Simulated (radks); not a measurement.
Results of a calculation; reference values are marked as such.
Problem. The iron ion Fe25+, 1s1. Level of theory: non-relativistic Kohn-Sham, PBE, spin-polarised, spherical densities, point nucleus (a radial shooting solver on a logarithmic mesh with Libxc functionals). Every spin shell is full or empty, so the densities are truly spherical. Functionals are evaluated on that one density, not self-consistently. Rank these exchange functionals by their error against the exact value of the orbitals, and give that value: LDA, PBEsol, revPBE, PW91, WC, EV93, TPSS, revTPSS, TASK, MVS.

Solution. Exact: -8.11867 hartree. From best to worst, with 100 (|E| - |E exact|)/|E exact| (equal figures are ties): revTPSS +0.01, TASK +0.01, TPSS +0.01, MVS +0.01, revPBE -0.62, PW91 -1.78, EV93 +3.71, WC -4.03, PBEsol -6.32, LDA -14.22.
